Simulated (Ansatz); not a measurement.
(H3Sn)2O (Sn2OH6), relaxed as a singlet with RKS PBE0-D4/def2-SVP in Ansatz, starting from the GFN2-xTB geometry. Force threshold 0.02 eV/Å.

In the def2 sets Sn takes a core potential; there is no spin–orbit coupling.

Start:

Cartesian coordinates in Å:
```
Sn 0.8125 1.6940 -0.0842
H -0.3485 2.8119 0.2925
H 1.9404 1.4762 1.1185
H 1.4716 1.8681 -1.5919
O -0.1760 0.0727 -0.2428
Sn -0.8149 -1.6926 0.0810
H -1.4596 -1.6749 1.6110
H 0.5045 -2.6920 -0.0588
H -1.9300 -1.8633 -1.1253
```

```json
{"step": "1", "energy (eV)": "-13802.5868", "largest force component (eV/Å)": "0.937", "SCF passes": "24"}
{"step": "2", "energy (eV)": "-13802.8474", "largest force component (eV/Å)": "0.407", "SCF passes": "28"}
{"step": "3", "energy (eV)": "-13802.8657", "largest force component (eV/Å)": "0.118", "SCF passes": "29"}
{"step": "4", "energy (eV)": "-13802.8944", "largest force component (eV/Å)": "0.162", "SCF passes": "28"}
{"step": "5", "energy (eV)": "-13802.9095", "largest force component (eV/Å)": "0.215", "SCF passes": "28"}
{"step": "6", "energy (eV)": "-13802.9239", "largest force component (eV/Å)": "0.018", "SCF passes": "28"}
{"step": "7", "energy (eV)": "-13802.9251", "largest force component (eV/Å)": "0.060", "SCF passes": "28"}
{"step": "8 (rejected)", "energy (eV)": "-13802.9249", "largest force component (eV/Å)": "0.067", "SCF passes": "29"}
{"step": "9", "energy (eV)": "-13802.9255", "largest force component (eV/Å)": "0.001", "SCF passes": "23"}
```

Force components are those of the run's own axes.

End:

```xyz
9

Sn    0.756    1.638   -0.118
H    -0.220    2.938    0.424
H     1.765    1.048    1.144
H     1.668    2.057   -1.506
O    -0.470    0.191   -0.675
Sn   -0.805   -1.617    0.049
H    -1.352   -1.464    1.671
H     0.662   -2.509   -0.015
H    -2.005   -2.280   -0.973
```

By distances, no bond broke or formed. The bond that changes most is O5–Sn6, from 1.91 to 1.98 Å (atoms count from 1).

The force fell under the threshold at step 6, but the optimiser went on. No frequencies were taken in this run, so the end may be a saddle point.

Run time 14 s (4 threads of Arm Neoverse V2 on a shared host).
